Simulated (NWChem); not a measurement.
The numbers come from NWChem runs, not from measurements. System: C2H8Si2, charge 0, spin multiplicity 1, at a geometry optimised with B3LYP/def2-SVP. The structure started from a generated list of species. Level: MP2/def2-TZVP, 12 core orbitals frozen.

Output (cleaned and shortened):

```
             Northwest Computational Chemistry Package (NWChem) 7.3.0
             --------------------------------------------------------

                                NWChem Input Module
                                -------------------

 Scaling coordinates for geometry "geometry" by  1.889725989
 (inverse scale =  0.529177249)

 Turning off AUTOSYM since
 SYMMETRY directive was detected!

                             Geometry "geometry" -> ""
                             -------------------------

 Output coordinates in angstroms (scale by  1.889725989 to convert to a.u.)

  No.       Tag          Charge          X              Y              Z
 ---- ---------------- ---------- -------------- -------------- --------------
    1 Si                  14.0000    -1.79291600    -0.65800900    -0.40977000
    2 C                    6.0000    -0.63319200    -0.23256000     1.01156100
    3 C                    6.0000     0.63319200     0.23256000     1.01156100
    4 Si                  14.0000     1.79291600     0.65800900    -0.40977000
    5 H                    1.0000    -2.19349200    -2.09302700    -0.29715500
    6 H                    1.0000    -3.03242200     0.16724400    -0.28780900
    7 H                    1.0000    -1.18372500    -0.42639100    -1.74747400
    8 H                    1.0000    -1.09162100    -0.40107400     1.99985400
    9 H                    1.0000     1.09162100     0.40107400     1.99985400
   10 H                    1.0000     1.18372500     0.42639100    -1.74747400
   11 H                    1.0000     3.03242200    -0.16724400    -0.28780900
   12 H                    1.0000     2.19349200     2.09302700    -0.29715500

 Effective nuclear repulsion energy (a.u.)     193.5652210042

            Nuclear Dipole moment (a.u.)
            ----------------------------
        X                 Y               Z
 ---------------- ---------------- ----------------
     0.0000000000     0.0000000000     0.0000075589

      Symmetry information
      --------------------

 Group name             C2
 Group number              4
 Group order               2
 No. of unique centers     6

      Symmetry unique atoms

     1    2    5    6    7    8


 Summary of "ao basis" -> "" (spherical)
 ------------------------------------------------------------------------------
       Tag                 Description            Shells   Functions and Types
 ---------------- ------------------------------  ------  ---------------------
[...]
    5 H    1     1.05   0.24  0.56  0.24  0.01
    6 H    1     1.05   0.24  0.56  0.24  0.01
    7 H    1     1.05   0.24  0.56  0.23  0.01
    8 H    1     0.88   0.26  0.50  0.10  0.02
    9 H    1     0.88   0.26  0.50  0.10  0.02
   10 H    1     1.05   0.24  0.56  0.23  0.01
   11 H    1     1.05   0.24  0.56  0.24  0.01
   12 H    1     1.05   0.24  0.56  0.24  0.01

       Multipole analysis of the density wrt the origin
       ------------------------------------------------

     L   x y z        total         open         nuclear
     -   - - -        -----         ----         -------
     0   0 0 0      0.000000      0.000000     48.000000

     1   1 0 0      0.000000      0.000000      0.000000
     1   0 1 0      0.000000      0.000000      0.000000
     1   0 0 1      0.269298      0.000000      0.000008

     2   2 0 0    -33.304929      0.000000    457.161177
     2   1 1 0      0.212257      0.000000    160.173183
     2   1 0 1      0.000000      0.000000     -0.000000
     2   0 2 0    -33.803198      0.000000     79.545950
     2   0 1 1      0.000000      0.000000      0.000000
     2   0 0 2    -31.149939      0.000000    112.235057

                   NWChem MP2 Semi-direct Energy/Gradient Module
                   ---------------------------------------------

  Basis functions       =    184
  Molecular orbitals    =    184
  Frozen core           =     12
  Frozen virtuals       =      0
  Active alpha occupied =     12
  Active beta occupied  =     12
  Active alpha virtual  =    160
  Active beta virtual   =    160
  Use MO symmetry       = T
  Use skeleton AO sym   = T

  AO/Fock/Back tols     =   1.0D-09  1.0D-09  1.0D-09

 GA uses MA = F    GA memory limited = T

 Available:
  local mem=  1.15D+08
 global mem=  1.31D+08
 local disk=  0.00D+00
  mp2_memr nvloc                   160
  nvloc new                   160
   1 passes of  12:        6291456                     165027                 104949779.
   1 passes of  12: M    114537664           G      131004288           F     108246208.

 Semi-direct pass number   1 of   1  for RHF alpha+beta  at       35.3s
  vrange nnbf                 16068
  mp2_eaftype                   400  avail_ma_in_mb                   998
 EAF : mp2_eaftype filesize         400   52474889.
  mp2_eaf for mointskh                    400
Node 0 wrote    246.8 Mb in      0.1 s     Agg I/O rate:  2274.0 Mb/s
 Done moints_semi at       68.6s
  mp2_eaftype                   400  avail_ma_in_mb                   598
 EAF : mp2_eaftype filesize         400   52474889.
  mp2_eaf for kh                   400
 Done maket at       69.5s
 Done multipass loop at       69.5s

          -------------------------------------------
          SCF energy                -658.274522194902
          Correlation energy          -0.554806604102
          Singlet pairs               -0.392865122837
          Triplet pairs               -0.161941481265
          Total MP2 energy          -658.829328799004
          -------------------------------------------

          ---------------------------------------------------
                    Spin Component Scaled (SCS) MP2
          Same spin pairs                     -0.107960987510
          Same spin scaling factor             0.333333333333
          Opposite spin pairs                 -0.446845616592
          Opposite spin scaling fact.          1.200000000000
          SCS-MP2 correlation energy          -0.572201735747
          Total SCS-MP2 energy              -658.846723930649
          ---------------------------------------------------

 -----------------------
 Performance information
 -----------------------

 Timer overhead =  2.04D-07 seconds/call

               Nr. of calls         CPU time (s)                 Wall time (s)                GFlops
             ---------------    -------------------     ------------------------------   -------------------
Name         Min   Avg   Max    Min     Avg     Max     Min     Avg     Max   Mx/calls   Min     Max     Sum
mp2: moin     1     1     1    33.     33.     33.      33.     33.     33.     33.      0.0     0.0     0.0
mp2: make     1     1     1   0.94    0.94    0.94     0.94    0.94    0.94    0.94      0.0     0.0     0.0
mp2: tota     1     1     1    34.     34.     34.      34.     34.     34.     34.      0.0     0.0     0.0

 The average no. of pstat calls per process was 3.00D+00
 with a timing overhead of 6.11D-07s

 Task  times  cpu:       69.5s     wall:       69.5s

 Total times  cpu:       69.5s     wall:       69.5s
```

Problem. Write an NWChem input that would produce this output.

Solution. One answer among several that fit: 
```
start mol
memory heap 200 mb stack 800 mb global 1000 mb
geometry units angstroms nocenter noautoz
  Si    -1.792916    -0.658009    -0.409770
  C     -0.633192    -0.232560     1.011561
  C      0.633192     0.232560     1.011561
  Si     1.792916     0.658009    -0.409770
  H     -2.193492    -2.093027    -0.297155
  H     -3.032422     0.167244    -0.287809
  H     -1.183725    -0.426391    -1.747474
  H     -1.091621    -0.401074     1.999854
  H      1.091621     0.401074     1.999854
  H      1.183725     0.426391    -1.747474
  H      3.032422    -0.167244    -0.287809
  H      2.193492     2.093027    -0.297155
  symmetry group C2
end
basis spherical
  * library def2-tzvp
end
scf
  rhf
  nopen 0
  maxiter 100
  thresh 1e-7
  semidirect memsize 60000000 filesize 0
end
mp2
  freeze core 12
end
task mp2 energy
```
